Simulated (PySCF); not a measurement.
Compound: C6H7ClGeO.
Cartesian coordinates in Å at the PBE0-D3(BJ)/def2-SVP level; atoms count from 1:
```xyz
16
C6H7ClGeO angstrom
Cl    -5.084   -0.685   -0.155
C     -3.416   -0.212   -0.138
C     -2.420   -1.184   -0.156
C     -1.080   -0.801   -0.143
C     -0.724    0.553   -0.110
O      0.547    0.992   -0.096
Ge     2.020   -0.046   -0.104
C     -1.741    1.518   -0.091
C     -3.077    1.142   -0.105
H     -2.693   -2.240   -0.182
H     -0.310   -1.577   -0.158
H      2.023   -0.892   -1.389
H      3.150    0.984   -0.075
H      2.001   -0.939    1.149
H     -1.454    2.571   -0.066
H     -3.866    1.896   -0.090
```

Computed with PySCF at CAM-B3LYP/def2-SVPD, non-relativistic, on one gas-phase PBE0-D3(BJ)/def2-SVP geometry that isn't relaxed in the solvent. The solvent is an IEF-PCM continuum (van der Waals radii × 1.2), and excitations are vertical TDDFT with non-equilibrium linear response and a frozen core. Specific hydrogen bonds and non-electrostatic terms are outside this model. Spin–orbit coupling is left out although an atom past zinc is present.

Gas-phase singlets (H = HOMO, L = LUMO):

```csv
state,E (eV),λ (nm),f,leading configuration
S1,4.933,251,0.028,H→L 84%
S2,5.672,219,0.232,H→L+3 84%
S3,5.771,215,0.000,H→L+1 48%
S4,6.048,205,0.004,H→L+2 32%
S5,6.321,196,0.007,H→L+4 45%
```

Problem. Give the list for chloroform (ε = 4.711), n² = 2.09.

Solution. 
| state | E (eV) | λ (nm) | f | leading configuration | change by rank (eV) |
| --- | --- | --- | --- | --- | --- |
| S1 | 4.938 | 251 | 0.043 | H→L 86% | +0.005 |
| S2 | 5.628 | 220 | 0.320 | H→L+1 86% | -0.044 |
| S3 | 5.977 | 207 | 0.001 | H→L+3 62% | +0.206 |
| S4 | 6.186 | 200 | 0.001 | H→L+4 53% | +0.138 |
| S5 | 6.423 | 193 | 0.017 | H→L+2 33% | +0.102 |

Problem. Give the list for acetone (ε = 20.49), n² = 1.85.

Solution. 
```tsv
state	E (eV)	λ (nm)	f	leading configuration	change by rank (eV)
S1	4.953	250	0.039	H→L 85%	+0.020
S2	5.643	220	0.304	H→L+1 86%	-0.029
S3	6.029	206	0.001	H→L+3 64%	+0.258
S4	6.226	199	0.000	H→L+4 54%	+0.178
S5	6.469	192	0.017	H→L+2 39%	+0.148
```

Problem. How do the frontier levels move from gas to acetone?

Solution. 
```
orbital  gas (eV)  solvent (eV)  change (eV)                      Löwdin shares, gas                  Löwdin shares, solvent
 LUMO+2      0.75          0.95        +0.20  Ge7 47 %, H13 10 %, H14 10 %, H12 10 %  Ge7 46 %, H12 12 %, H14 12 %, H13 12 %
 LUMO+1      0.55          0.82        +0.27  Ge7 47 %, H12 12 %, H14 12 %, H13 12 %       C2 20 %, C5 19 %, C9 12 %, C3 9 %
   LUMO      0.47          0.47         0.00      C3 19 %, C8 18 %, C9 17 %, C4 16 %      C3 19 %, C8 19 %, C9 17 %, C4 17 %
   HOMO     -7.63         -7.70        -0.07     C2 18 %, O6 16 %, Cl1 16 %, C5 15 %     C2 18 %, O6 17 %, C5 15 %, Cl1 14 %
 HOMO-1     -8.89         -8.91        -0.02      C9 22 %, C8 20 %, C4 20 %, C3 18 %      C9 22 %, C4 20 %, C8 20 %, C3 19 %
 HOMO-2    -10.25        -10.36        -0.11                       Cl1 78 %, C2 10 %      Cl1 31 %, O6 19 %, Ge7 9 %, C2 7 %
 HOMO-3    -10.29        -10.44        -0.15       Cl1 40 %, O6 18 %, C2 7 %, C3 6 %      Cl1 44 %, O6 11 %, C2 8 %, Ge7 6 %
```

The HOMO–LUMO gap goes from 8.10 to 8.16 eV. Rows go by rank; for HOMO-3, HOMO-2, LUMO, LUMO+1 and LUMO+2 the atom shares or the degeneracy differ between the runs, so the row needn't follow one orbital.

Time: 60 s of wall time. Hardware: x86-64 server, one thread (shared host). This is the whole response run at CAM-B3LYP/def2-SVPD in acetone, SCF included.
